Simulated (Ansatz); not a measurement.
One change: `N[CH](O)[GeH3]` becomes `N[CH]([SiH3])[GeH3]`.

Ansatz, PBE0-D4/def2-TZVP geometries, multiplicity 1. Each molecule was computed in one conformer, which needn't be the lowest.

Scalar relativity is left out up to krypton.

```csv
property,`N[CH](O)[GeH3]`
HOMO energy (ωB97M-V/def2-TZVPP) / eV,-9.04
HOMO energy (PBE0/def2-TZVPP) / eV,-6.73
size of the dipole moment (PBE/def2-TZVPP) / D,2.26
HOMO–LUMO gap (B3LYP/def2-TZVPP) / eV,6.68
LUMO energy (ωB97M-V/def2-TZVPP) / eV,1.97
HOMO–LUMO gap (PBE/def2-TZVPP) / eV,4.99
```

Question: Give the same properties after the change, and the shifts. (An estimate is asked.)

Answer: Ansatz gave: 
```tsv
property	`N[CH]([SiH3])[GeH3]`	shift
HOMO energy (ωB97M-V/def2-TZVPP) / eV	-9.44	-0.40
HOMO energy (PBE0/def2-TZVPP) / eV	-7.08	-0.35
size of the dipole moment (PBE/def2-TZVPP) / D	1.64	-0.62
HOMO–LUMO gap (B3LYP/def2-TZVPP) / eV	6.90	0.22
LUMO energy (ωB97M-V/def2-TZVPP) / eV	1.86	-0.11
HOMO–LUMO gap (PBE/def2-TZVPP) / eV	5.13	0.14
```

With PBE0 the HOMO falls by 0.35 eV and the LUMO falls by 0.18 eV, so the gap widens by about 0.17 eV. PBE moves the HOMO by -0.30 eV and ωB97M-V by -0.40 eV. Dipoles are sizes alone; their direction can turn.

B3LYP here is the variant with VWN-RPA as its local correlation; programs differ in this.
